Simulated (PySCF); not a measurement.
C2H7AlO, triplet, at a GFN2-xTB geometry (such geometries of metal compounds can be far from the true shape) (a higher spin typed on purpose: for a closed-shell molecule this is an excited state), with bond 7-6 at 1.4 times its length; CASCI(6,7)/6-31G run with PySCF.

PySCF was given this input:
```python
from pyscf import gto, scf, mcscf
import numpy

mol = gto.Mole()
mol.atom = '''
    Al   -0.21726355    0.05685293   -0.15078341
    C    -1.39644134   -1.82791605    0.36230753
    H    -0.81021246   -2.68077585    0.04251600
    H    -2.33337689   -1.76149346   -0.17942578
    H    -1.55478947   -1.83618493    1.43382899
    C     0.53629023    2.05299802   -0.95926230
    H     1.81911577    1.78689875   -1.72295026
    H     0.70801717    2.70751803   -0.11344070
    H    -0.24313167    2.43570712   -1.60870083
    O     1.11174825   -0.29091922    0.77156608
    H     1.87224596   -0.48992416    1.29936025
'''
mol.basis = '6-31g'
mol.spin = 2
mol.verbose = 4
mol.build()

mf = scf.ROHF(mol)
mf.kernel()
mc = mcscf.CASCI(mf, 7, 6)
mc.fix_spin_(ss=2.0)
mc.kernel()
occ = numpy.linalg.eigvalsh(mc.fcisolver.make_rdm1(mc.ci, mc.ncas, mc.nelecas))[::-1]
ss = mc.fcisolver.spin_square(mc.ci, mc.ncas, mc.nelecas)[0]
print('natural occupations', occ.round(4), ' <S^2>', round(ss, 4))
```

Problem. What does PySCF print? Leave out banner, timings and long lists.

Solution. 
```
PySCF version 2.14.0

[INPUT] verbose = 4
[INPUT] num. atoms = 11
[INPUT] num. electrons = 40
[INPUT] charge = 0
[INPUT] spin (= nelec alpha-beta = 2S) = 2
[INPUT] symmetry False subgroup None
[INPUT] Mole.unit = angstrom
[INPUT] Symbol           X                Y                Z      unit          X                Y                Z       unit  Magmom
[...]
nuclear repulsion = 145.496273047196
number of shells = 36
number of NR pGTOs = 140
number of NR cGTOs = 54
basis = 6-31g
ecp = {}

******** <class 'pyscf.scf.rohf.ROHF'> ********
method = ROHF
initial guess = minao
damping factor = 0
level_shift factor = 0
DIIS = <class 'pyscf.scf.diis.CDIIS'>
diis_start_cycle = 1
diis_space = 8
diis_damp = 0
SCF conv_tol = 1e-09
SCF conv_tol_grad = None
SCF max_cycles = 50
direct_scf = True
direct_scf_tol = 1e-13
num. doubly occ = 19  num. singly occ = 2
Set gradient conv threshold to 3.16228e-05
init E= -396.109109855188
[...]
cycle= 1 E= -396.234807187991  delta_E= -0.126  |g|= 0.572  |ddm|= 2.34
[...]
cycle= 2 E= -396.275179601747  delta_E= -0.0404  |g|= 0.461  |ddm|= 0.844
[...]
cycle= 3 E= -396.329883961961  delta_E= -0.0547  |g|= 0.0732  |ddm|= 0.282
[...]
cycle= 4 E= -396.333375347865  delta_E= -0.00349  |g|= 0.0185  |ddm|= 0.139
[...]
cycle= 5 E= -396.333878224624  delta_E= -0.000503  |g|= 0.00926  |ddm|= 0.0503
[...]
cycle= 6 E= -396.334019829067  delta_E= -0.000142  |g|= 0.00483  |ddm|= 0.0306
[...]
cycle= 7 E= -396.334061188206  delta_E= -4.14e-05  |g|= 0.00183  |ddm|= 0.0185
[...]
cycle= 8 E= -396.334074205994  delta_E= -1.3e-05  |g|= 0.00181  |ddm|= 0.00946
[...]
cycle= 9 E= -396.334081620485  delta_E= -7.41e-06  |g|= 0.00114  |ddm|= 0.00777
[...]
cycle= 10 E= -396.334086916578  delta_E= -5.3e-06  |g|= 0.000589  |ddm|= 0.00868
[...]
cycle= 11 E= -396.334088535731  delta_E= -1.62e-06  |g|= 0.000196  |ddm|= 0.00605
[...]
cycle= 12 E= -396.33408871406  delta_E= -1.78e-07  |g|= 3.45e-05  |ddm|= 0.00229
[...]
cycle= 13 E= -396.334088718351  delta_E= -4.29e-09  |g|= 1.1e-05  |ddm|= 0.000317
[...]
cycle= 14 E= -396.334088718629  delta_E= -2.78e-10  |g|= 3.53e-06  |ddm|= 6.76e-05
[...]
Extra cycle  E= -396.334088718643  delta_E= -1.39e-11  |g|= 2.02e-06  |ddm|= 1.13e-05
converged SCF energy = -396.334088718643

******** <class 'pyscf.mcscf.casci.CASCI'> ********
CAS (4e+2e, 7o), ncore = 17, nvir = 30
natorb = False
canonicalization = True
sorting_mo_energy = False
******** <class 'pyscf.fci.addons.SpinPenaltyFCISolver'> ********
max. cycles = 200
conv_tol = 1e-08
davidson only = True
linear dependence = 1e-12
level shift = 0.001
max iter space = 12
nroots = 1
pspace_size = 400
spin = None
Density matrix diagonal elements [1.9924051  1.97393084 1.00532511 0.99104723 0.01965775 0.0081485
 0.00948547]
CASCI converged
CASCI E = -396.344723115608  E(CI) = -5.99162316023893  S^2 = 2.0000000
natural occupations [1.9924 1.9744 1.0055 0.9919 0.0195 0.0118 0.0045]  <S^2> 2.0
```
